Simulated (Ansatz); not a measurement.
Program: Ansatz. Geometries: PBE0-D4/def2-TZVP. ΔE: electronic, gas phase. CCSD(T)/CBS is the MP2 limit (def2-TZVPP, def2-QZVPP) plus CCSD(T) − MP2 in def2-TZVPP, frozen cores. DFT in def2-TZVPP. B3LYP here is the variant with VWN-RPA as its local correlation; programs differ in this. Each species was taken in one conformer, which may not be the lowest.

Consider the substitution at a C–C bond: `CCCCCC` + `O[SiH3]` → `CCCO[SiH3]` + `CCC`.

```json
{"level": "PBE-D4", "ΔE (eV)": "0.32"}
{"level": "B3LYP-D4", "ΔE (eV)": "0.28"}
{"level": "ωB97X-V", "ΔE (eV)": "0.32"}
{"level": "PBE", "ΔE (eV)": "0.27"}
{"level": "r2SCAN", "ΔE (eV)": "0.30"}
{"level": "HF/def2-TZVPP", "ΔE (eV)": "0.15"}
{"level": "SCS-MP2/def2-TZVPP", "ΔE (eV)": "0.37"}
{"level": "CCSD(T)/def2-TZVPP", "ΔE (eV)": "0.38"}
```

Task: What does CCSD(T)/CBS give? (Best estimate.)

Result: The calculation gave: +0.40 eV. The listed levels differ from it by -0.08, -0.12, -0.08, -0.13, -0.10, -0.25, -0.03, -0.02 eV.

Largest T1 diagnostic among the species: 0.011.

The D4 term adds +0.09 eV with B3LYP and +0.05 eV with PBE0; it sums over pairs of atoms, weighted by their polarisabilities, and B3LYP, whose exchange is more repulsive, gets the larger term. In def2-TZVPP, CCSD(T) changes the Hartree–Fock value by +0.23 eV (the triples alone add +0.02 eV) and MP2 by +0.30 eV.
